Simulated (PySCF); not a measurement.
A structure optimised at B3LYP-D3(BJ)/def2-SVP, used in a PySCF frequency run:

```
Ga
Cl 1 2.1438
Cl 1 2.1491 2 118.49
S 1 2.1951 2 120.32 3 180.00
H 4 1.3547 1 92.65 2 180.00
```
Charge 0, spin multiplicity 1.

Write its SMILES, formula and point group.

[SH][Ga]([Cl])[Cl], Cl₂GaHS, Cs

What are its rotational constants (standard atomic weights)?

2.0870, 2.0561, 1.0357 GHz
